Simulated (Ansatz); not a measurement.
GaCl₂F. Total charge 0; triplet. Geometry r2SCAN-D4/def2-SVP, that of the neutral singlet; atoms count from 1.

Cartesian coordinates in Å:
```
Ga 0.0170 -0.0399 0.0546
Cl -1.8289 0.9896 0.0946
Cl 1.3764 0.0913 -1.5590
F 0.4355 -1.0411 1.4098
```

At PBE0-D4/def2-TZVP a singlet of charge 0 lies 5.90 eV below the triplet at the same geometry.

Question: Estimate the Mulliken populations from the PBE0/def2-TZVP orbitals of Ansatz.

Answer: 
```tsv
atom	charge (e)	spin (α − β)
Ga1	0.30	0.77
Cl2	0.03	0.60
Cl3	0.03	0.60
F4	-0.35	0.04
```
Mulliken values and Mayer orders depend strongly on the basis.

Question: Where does the spin sit?

Answer: Summed by element: Ga 0.77, Cl 1.19, F 0.04, of 2 unpaired in all. Largest on single atoms: Ga1 0.77, Cl3 0.60, Cl2 0.60.

Question: And the Mayer bond orders between bonded heavy atoms (over 0.3)?

Answer: Ga1–Cl2 0.77 (2.11 Å); Ga1–Cl3 0.77 (2.11 Å); Ga1–F4 0.94 (1.74 Å). Values over 0.3 also appear between atoms too far apart for a bond (Cl2–Cl3 0.42 at 3.72 Å); they arise where an orbital or an unpaired electron spreads over both atoms.
